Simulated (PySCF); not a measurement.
## LDA on Ga²⁺ (gallium, charge +2)

Configuration: [Ar] 3d10 4s1, 2S determinant. All numbers are calculated (PySCF 2.14, scalar relativity through the core potential, in aug-cc-pVDZ-PP with ECP10MDF).

```json
{
 "Total energy": "-258.0208 hartree",
 "One-electron energy": "-447.1217 hartree",
 "Hartree (Coulomb) energy": "210.9675 hartree",
 "Exchange-correlation energy": "-21.8666 hartree",
 "⟨S²⟩": "0.7502",
 "⟨L²⟩": "0.000",
 "Sum of ⟨r⟩": "15.46 bohr",
 "Sum of ⟨r²⟩": "17.27 bohr²",
 "Time after the integrals": "0.13 s of wall time on 1 thread of Neoverse-V1 (shared host)"
}
```

```csv
shell,electrons,mean orbital energy (eV),"rms radius, mean of both spins (bohr)"
3s α,1,-167.15,0.704
3s β,1,-167.05,0.704
3p α,3,-118.60,0.741
3p β,3,-118.48,0.741
3d α,5,-39.851,0.900
3d β,5,-39.604,0.900
4s α,1,-26.959,2.21
```

Energies and moments cover only the electrons outside the core potential.
